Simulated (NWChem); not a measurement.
# Correlation energy of HP

```
P
H 1 1.4371
```
Charge 0, spin multiplicity 3.

The numbers come from NWChem runs, not from measurements. The geometry was optimised at UPBE0/def2-SVP, a minimum by its harmonic frequencies.

Basis set: def2-TZVP. Each correlation energy counts from its own Hartree-Fock reference.

The correlated methods keep 5 core orbitals frozen. This spin state was chosen for the runs; another may lie lower. The structure started from a generated list of species. The unpaired electrons of the parent sit in orbitals of symmetry b1 and b2 (C2v labels of the run); other states weren't searched. No SCF solution was tested for a lower state. Open-shell Hartree-Fock references start from PBE0 orbitals. No row is a measurement; the coupled-cluster row has its own basis-set and correlation limits.

Order these methods by the correlation energy they give, lowest first: UMP2, SCS-UMP2, CCSD on ROHF, CCSD[T] on ROHF, CCSD on UHF.

CCSD[T] on ROHF (-138.1 mHa), CCSD on ROHF (-133.2 mHa), CCSD on UHF (-126.3 mHa), SCS-UMP2 (-103.0 mHa), UMP2 (-101.3 mHa)
